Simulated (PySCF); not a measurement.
Geometries of 3 isomers of H8OSeSi3, from PBE0-D3(BJ)/def2-SVP geometry optimisation, gas phase in PySCF. One conformer each, no zero-point energy, no frequencies.

Question: Which isomer lies lowest at this level?
A.
```xyz
13
angstrom
O     -1.394   -2.066    0.218
Si    -0.612   -0.596    0.203
Si    -2.244    1.022   -0.213
Se     0.970   -0.539   -1.466
Si     2.649    0.185   -0.096
H     -0.830   -2.847    0.259
H      0.142   -0.344    1.475
H     -1.596    2.368   -0.192
H     -3.324    0.983    0.820
H     -2.837    0.780   -1.563
H      3.835    0.399   -0.975
H      2.964   -0.832    0.949
H      2.282    1.468    0.573
```
B.
```xyz
13
angstrom
Si    -2.023    0.785   -0.148
O     -1.110   -0.593   -0.354
Si    -0.127   -1.686    0.402
Se     1.521   -0.622    1.570
Si     2.149    0.680   -0.205
H     -2.052    1.515   -1.446
H     -3.412    0.407    0.247
H     -1.424    1.650    0.911
H      0.458   -2.546   -0.661
H     -0.873   -2.496    1.407
H      3.494    1.227    0.129
H      1.193    1.807   -0.416
H      2.214   -0.145   -1.448
```
C.
```xyz
13
angstrom
Si     2.486    0.150   -0.718
O      0.906    0.636   -0.493
Si    -0.392    0.218    0.456
Si    -2.343    0.562   -0.781
Se    -0.296   -1.965    1.137
H      2.528   -1.171   -1.410
H      3.146    1.179   -1.568
H      3.198    0.045    0.591
H     -0.351    0.965    1.749
H     -3.532    0.336    0.095
H     -2.366   -0.430   -1.901
H     -2.400    1.943   -1.350
H     -0.577   -2.485   -0.211
```

Answer: B. That is `[SiH3]O[SiH2][Se][SiH3]`, 12.9 kcal/mol below the next.

| SMILES | atoms numbered as above | E (Eh) | relative (kcal/mol) | relative (kJ/mol) | dipole (D) |
| --- | --- | --- | --- | --- | --- |
| [SiH3]O[SiH2][Se][SiH3] | [SiH3:1][O:2][SiH2:3][Se:4][SiH3:5] | -3348.82806 | 0.0 | 0.0 | 0.77 |
| [SiH3]O[Si@@H]([SiH3])[SeH] | [SiH3:1][O:2][Si@@H:3]([SiH3:4])[SeH:5] | -3348.80746 | 12.9 | 54.1 | 0.52 |
| O[Si@H]([SiH3])[Se][SiH3] | [OH:1][Si@H:2]([SiH3:3])[Se:4][SiH3:5] | -3348.79621 | 20.0 | 83.6 | 1.48 |

As drawn, the highest has an O–H bond and an Si–Si bond, which the lowest lacks.
